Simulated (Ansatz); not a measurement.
`[CH3][GeH2][O]C=S` + `C=N` → `C=[N][GeH2][CH3]` + `OC=S`  (ligand exchange at a Ge–O bond)

Computed with Ansatz on PBE0-D4/def2-TZVP structures; ΔE is electronic, products minus reactants. CCSD(T)/CBS is the MP2 limit (def2-TZVPP, def2-QZVPP) plus CCSD(T) − MP2 in def2-TZVPP, frozen cores. This one scheme is used for every species. Functionals use def2-TZVPP. B3LYP here is the variant with VWN-RPA as its local correlation; programs differ in this. For Ge outer-core shells are correlated without core-valence functions, which leaves a few kJ/mol of doubt a bond. Scalar relativity is left out up to krypton. Each species was taken in one conformer, which may not be the lowest.

```
             level  ΔE (kcal/mol)  difference from CCSD(T)/CBS
            PBE-D4            7.5                         -1.1
         r2SCAN-D4            8.4                         -0.2
           ωB97X-V            8.8                          0.2
               PBE            7.5                         -1.1
            r2SCAN            8.3                         -0.3
              PBE0            7.8                         -0.8
             B3LYP            8.8                          0.2
     HF/def2-TZVPP           10.4                          1.8
    MP2/def2-TZVPP            8.3                         -0.3
SCS-MP2/def2-TZVPP            8.9                          0.3
CCSD(T)/def2-TZVPP            8.8                          0.2
    MP2/def2-QZVPP            8.3                         -0.3
SCS-MP2/def2-QZVPP            8.9                          0.3
      HF/CBS(def2)           10.7                          2.1
     MP2/CBS(def2)            8.1                         -0.5
    CCSD/CBS(def2)            8.7                          0.1
       CCSD(T)/CBS            8.6                            0
```

Largest T1 diagnostic among the species: 0.018.

In def2-TZVPP, CCSD(T) changes the Hartree–Fock value by −1.7 kcal/mol (the triples alone add −0.1 kcal/mol) and MP2 by −2.1 kcal/mol.
